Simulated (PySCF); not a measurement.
Predicted microwave data (PBE0/def2-SVPD in PySCF (dipole) on a GFN2-xTB geometry, gas phase) for one isomer of C4H6N2OS:

```
Rotational constants : A = 4128, B = 1169, C = 969.1 MHz
Dipole components    : |μa| = 1.79 D, |μb| = 0.53 D, |μc| = 0.47 D
Inertial defect      : -33.32 u·Å²
κ                    : -0.87
```

Question: Which structure is it? (One computed conformer of each.)
A. `[CH3:1][O:2][CH2:3][c:4]1[cH:5][n:6][s:7][n:8]1` with C1–O2–C3–C4 180°, O2–C3–C4–C5 0°
B. `[CH3:1][O:2][CH2:3][c:4]1[n:5][cH:6][s:7][n:8]1` with C1–O2–C3–C4 75°, O2–C3–C4–N5 110°
C. `[CH3:1][S:2][c:3]1[n:4][n:5][c:6]([CH3:7])[o:8]1` with C1–S2–C3–N4 0°

Answer: B. It is COCc1ncsn1, an asymmetric top, point group C1. The candidates at the same level (rigid rotor, commonest isotopes):

| SMILES | A (MHz) | B (MHz) | C (MHz) | μa (D) | μb (D) | μc (D) | Δ (u·Å²) | point group | rotor |
| --- | --- | --- | --- | --- | --- | --- | --- | --- | --- |
| COCc1ncsn1 | 4128 | 1169 | 969.1 | 1.79 | 0.53 | 0.47 | -33.32 | C1 | asymmetric top |
| COCc1cnsn1 | 6659 | 894.2 | 796.3 | 2.58 | 0.76 | 0.00 | -6.38 | Cs | near-prolate asymmetric top |
| CSc1nnc(C)o1 | 5548 | 1057 | 898.2 | 0.13 | 1.68 | 0.00 | -6.33 | Cs | near-prolate asymmetric top |

`CSc1nnc(C)o1` has A 34 % too high; `COCc1cnsn1` has A 61 % too high. No structure here is proved a minimum.
